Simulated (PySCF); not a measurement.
C₃H₉BO₂. Atoms are numbered in the order given.

```xyz
15

C      2.5583    -0.7594    -0.0178
O      1.4403     0.0769     0.0348
C      0.2291    -0.6254    -0.0624
B     -1.0470     0.3010     0.0267
C     -2.4804    -0.3101    -0.2370
O     -0.8571     1.6143     0.3122
H      2.5659    -1.4982     0.8123
H      3.4581    -0.1315     0.0641
H      2.6097    -1.3282    -0.9711
H      0.1415    -1.3957     0.7446
H      0.1790    -1.2228    -1.0055
H     -2.5444    -1.3821     0.0093
H     -3.2913     0.2150     0.2955
H     -2.7049    -0.2295    -1.3170
H     -1.6861     2.1076     0.3609
```

The structure is a stationary point at r2SCAN-D4/def2-SVP. The structure was generated by enumeration, and PubChem lists no compound with its InChIKey, so it may never have been made. Other conformers were not sampled.

All values below come from CAM-B3LYP/def2-TZVP (PySCF).

Isolated molecule, no solvent.

Question: Estimate the frontier levels, gap, dipole moment and polarisability. (The exact figures need the calculation; the answer reports its results.)

Answer: 
| Quantity | Value |
|---|---|
| highest occupied level | -8.66 eV |
| lowest empty level | 1.33 eV |
| orbital gap | 9.99 eV |
| dipole moment | 1.96 D |
| quadrupole, principal values (traceless, Buckingham form, about the centre of nuclear charge) | -7.26, -2.77, 10.03 D·Å |
| mean static polarisability | 59.4 bohr³ (8.81 Å³) |
| polarisability, principal values | 49.9, 58.4, 70.0 bohr³ |
